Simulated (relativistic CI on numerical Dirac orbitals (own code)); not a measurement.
Calculated at this level of theory: Dirac-Coulomb-Breit CI, orbitals from a KLI potential per configuration, model QED (radiative potential, 1s self-energy scaled to tabulated hydrogen-like ionisation energies), unscaled Slater integrals (own radial code, finite nucleus).

Configuration list (outside the closed core [Ne]): 3s²3p⁶, 3s²3p⁵3d, 3s3p⁶3d, 3s²3p⁵4s, 3s²3p⁵4p, 3s²3p⁵4d, 3s3p⁶4s, 3p⁶3d4p, 3s²3p⁵4f, 3s3p⁶4p, 3s3p⁶4d, 3s3p⁶4f, 3s²3p⁵5s, 3s²3p⁵5p, 3s²3p⁵5d, 3s²3p⁵5f, 3s²3p⁵5g, 3s3p⁶5s, 3s3p⁶5p, 3s3p⁶5d, 3s3p⁶5f, 3p⁶3d², 3p⁵3d³, 3p⁵3d²4s, 3p⁵3d²4p, 3p⁵3d²4d, 3p⁶3d4s, 3p⁵3d4s², 3p⁵3d4s4p, 3p⁵3d4s4d, 3p⁶4s², 3p⁵4s²4p, 3p⁵4s²4d. Double excitations out of closed p, d and f shells are left out; levels of such configurations are missing from the list, as are those of other unlisted configurations, and high levels can miss mixing partners. These lack a partner that the ground configuration has and come out too high: 3s²3p⁵4f, 3s²3p⁵5s, 3s²3p⁵5p, 3s²3p⁵5d, 3s²3p⁵5f.

At this charge energies of transitions that change n are usually good to better than 1 %, and those within a shell (Δn = 0) to a few per cent.

Outline of the computed level scheme of Yb LIII. Lowest level of each configuration: 3s²3p⁶ ¹S0 at 0.00 eV; 3s²3p⁵3d ³P°0 at 220.49 eV; 3s3p⁶3d ³D1 at 697.44 eV; 3p⁶3d² ³F2 at 1410.93 eV; 3p⁵3d³ ³D°2 at 1632.93 eV.

Some strong electric-dipole decays among the lowest 45 levels: 3s²3p⁵3d ¹P°1 → 3s²3p⁶ ¹S0 (3.1e+12 s⁻¹); 3s3p⁶3d ³D2 → 3s²3p⁵3d ³F°3 (2.0e+12 s⁻¹); 3s3p⁶3d ³D3 → 3s²3p⁵3d ³F°4 (1.9e+12 s⁻¹); 3s3p⁶3d ³D1 → 3s²3p⁵3d ³D°2 (1.2e+12 s⁻¹); 3s3p⁶3d ¹D2 → 3s²3p⁵3d ¹D°2 (1.1e+12 s⁻¹); 3s3p⁶3d ³D1 → 3s²3p⁵3d ³P°1 (1.1e+12 s⁻¹); 3s²3p⁵3d ¹P°1 → 3s²3p⁶ ¹S0 (7.6e+11 s⁻¹); 3s3p⁶3d ³D2 → 3s²3p⁵3d ³D°2 (6.8e+11 s⁻¹).

LS names give the leading component of a level, which can be under half, so a name can repeat, a term be missing and a line seem to break the LS rules.
